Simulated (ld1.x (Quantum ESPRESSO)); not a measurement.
# Os: excitation energies, all-electron against PAW

ld1.x (Quantum ESPRESSO) 7.5 input, shortened:

```
&input
   title='Os', zed=76., rel=2, dft='PZ', iswitch=3,
   config='[Xe] 4f14 5d6 6s2 6p0', rel_dist='average'
 /
 &inputp
   pseudotype=3, lpaw=.true., tm=.true., lloc=-1, rcloc=1.50,
   nlcc=.false.,
   which_augfun='BESSEL', rmatch_augfun=1.45
 /
6
5S  1  0   2.00   0.00  1.45  1.75  0.0
6S  2  0   2.00   0.00  1.45  1.75  0.0
5P  2  1   6.00   0.00  1.55  1.60  0.0
6P  3  1   0.00   0.00  1.55  1.60  0.0
5D  3  2   6.00   0.00  1.50  1.80  0.0
5D  3  2   0.00  -0.05  1.50  1.80  0.0
 &test
   configts(1)='5s2 5p6 5d6 6s2 6p0'
 /
```

Open shells are filled in proportion to 2j + 1 (rel_dist='average').

Energies are relative to the spin-unpolarised reference configuration 5s2 5p6 5d6 6s2 6p0; without spin polarisation the order of configurations can differ from experiment.

```tsv
valence configuration	charge	ΔE all-electron (eV)	error AE − PS (meV)
5s2 5p6 5d6 6s0 6p0	+2	27.154	+4.1
5s2 5p6 5d5 6s0 6p0	+3	56.303	-4.4
5s2 5p6 5d7 6s1 6p0	0	0.346	+0.7
5s2 5p6 5d7 6s0 6p0	+1	9.395	+3.4
5s2 5p6 5d4 6s0 6p0	+4	98.076	-37
```

**Question.** What are ΔE and the potential's error for 5s2 5p6 5d6 6s1 6p0?

**Answer.** ΔE = 9.869 eV all-electron; the error (AE − PS) is +1.2 meV.

**Question.** What are ΔE and the potential's error for 5s2 5p6 5d6 6s0 6p1?

**Answer.** ΔE = 16.044 eV all-electron; the error (AE − PS) is +3.2 meV.

The ghost test of this file was not conclusive.
